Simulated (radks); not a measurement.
Initial-state core-level shifts of the lutetium ion Lu+ when its valence configuration changes from [Xe] 4f14 6s2. Method: Dirac Kohn-Sham, BLYP, spin-unpolarised, spherical densities, point nucleus; open shells fill j = l - 1/2 first; computed with a radial shooting solver on a logarithmic mesh with Libxc functionals. Shifts are changes of the shell-averaged eigenvalues in eV (positive: less bound).

valence                2p       3p       4d       5s
4f14 5d1 6s1       +2.218   +2.169   +2.213   +2.273
4f14 5d1 6p1       +1.029   +0.985   +1.022   +1.071
4f13 6s2 6p1      -12.235  -13.196  -12.385   -8.305
4f12 5d3 6p1      -15.495  -17.826  -15.767   -7.116
4f12 6s2 6p2      -25.804  -27.924  -25.880  -16.786
4f14 5d0.5 6s1.5   +1.165   +1.137   +1.160   +1.188
4f14 5d2           +3.983   +3.903   +3.987   +4.120
4f12.5 5d2.5 6p1  -11.067  -12.748  -11.332   -5.092
4f13 5d2 6s1       -5.674   -6.755   -5.884   -1.895
